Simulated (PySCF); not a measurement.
Si(H)2(OMe)2 (C2H8O2Si), SMILES [SiH2](OC)OC. Atoms are numbered in the order given.

```xyz
13

Si    -0.0773    -0.6768     0.4606
O      1.5034    -0.4975     0.0203
C      2.1354     0.7578    -0.0990
O     -1.0171     0.1812    -0.6058
C     -2.3119     0.6670    -0.3546
H     -0.3334    -0.1251     1.8290
H     -0.3527    -2.1342     0.4139
H      3.1735     0.5988    -0.4286
H      1.6240     1.3961    -0.8402
H      2.1581     1.2947     0.8679
H     -2.4028     1.1007     0.6594
H     -2.5458     1.4558    -1.0868
H     -3.0711    -0.1297    -0.4568
```

Geometry optimised at ωB97X-D3(BJ)/def2-SVP. The values are those of a single conformer.

Method: PBE0/pcSseg-1 (PySCF).

GIAO shieldings, no solvent; atoms listed in one row are averaged. δ = σ(ref) − σ: ²⁹Si against TMS (σ = 352.7 ppm); ¹⁷O against H2O (σ = 334.2 ppm); ¹³C against TMS (σ = 186.3 ppm); ¹H against TMS (σ = 31.56 ppm), references at their B3LYP-D3(BJ)/def2-TZVP geometries, non-relativistic.

Computed chemical shifts:
```tsv
nucleus	atoms	count	δ (ppm)
²⁹Si	Si1	1	-20.8
¹⁷O	O2	1	29.2
¹⁷O	O4	1	19.8
¹³C	C3, C5	2	54.7
¹H	H6	1	5.00
¹H	H7	1	4.91
¹H	H8, H9, H10, H11, H12, H13	6	3.93
```
